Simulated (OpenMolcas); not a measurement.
## Pt3+: moving or changing the point charges

Pt3+ among 6 point charges of -1.7 e arranged as a tetragonal octahedron (D4h), 2.14 Å from the ion, with the axial distance 2.525 Å.

```
Program             : OpenMolcas
Method              : SS-CASPT2, IPEA 0.25 Eh, imaginary shift 0.1 Eh (closed shells correlated: 5s 5p)
Basis               : ANO-RCC-VDZP [7s6p4d2f]
Scalar Hamiltonian  : DKH2, point nucleus
Active space        : 7 electrons in 5 orbitals (5d)
State averaging     : 2S+1 = 4 even, 10 roots; 2S+1 = 2 even, 40 roots
Spin-orbit coupling : RASSI with atomic mean-field integrals over the reference wave functions
```

Runs around this geometry, states (labels of D4, the rotations of D4h). Energies in cm-1 above the lowest state or level, χT in cm3 K/mol.

```csv
R (Å),q (e),Axial / equatorial distance,Ground state,First state of that spin,First gap with spin-orbit (degeneracies),χT at 300 K,First state of another spin
2.14,-1.7,1.09,4A2,4E 1120,"1040 (2, 2)",3.437,2A1 9360
2.14,-0.85,1.18,4A2,4E 840,"520 (2, 2)",4.121,2A1 12280
2.01,-1.7,1.18,4A2,4E 2610,"1540 (2, 2)",3.055,2A1 7100
2.14,-1.7,1.18,4A2,4E 2050,"1130 (2, 2)",3.418,2A1 9230
2.31,-1.7,1.18,4A2,4E 1190,"760 (2, 2)",3.798,2A1 11070
```

Taking the first state of the same spin as R^-n, n = -ln(1190 / 2610) / ln(2.31 / 2.01) = 5.6 between the shortest and longest distance.

Scaling the charges by -0.85 / -1.7 = 0.50 scales the first state of the same spin by 840 / 2050 = 0.41; with fixed orbitals a first-order splitting would follow the charge.

This shell can be high or low spin here, a state of another spin lies low, and with metal d orbitals alone active their balance is uncertain, so the ground spin may be wrong. Point charges give a weaker field than real ligands, and real ions of this kind are as a rule low spin; the high spin found here belongs to the model. Free-ion shares, where given, are those of the reference states; single-state CASPT2 does not remix them. Spin-orbit coupling mixes the spin-free states strongly: the lowest level takes only 47 % from its leading state, 4A2 (figures for R = 2.14, q = -1.7, ratio = 1.09; the like holds for R = 2.14, q = -0.85, ratio = 1.18, R = 2.01, q = -1.7, ratio = 1.18, R = 2.14, q = -1.7, ratio = 1.18, R = 2.31, q = -1.7, ratio = 1.18). This is an electrostatic model: the charges have no orbitals. No measured value stands beside these numbers.
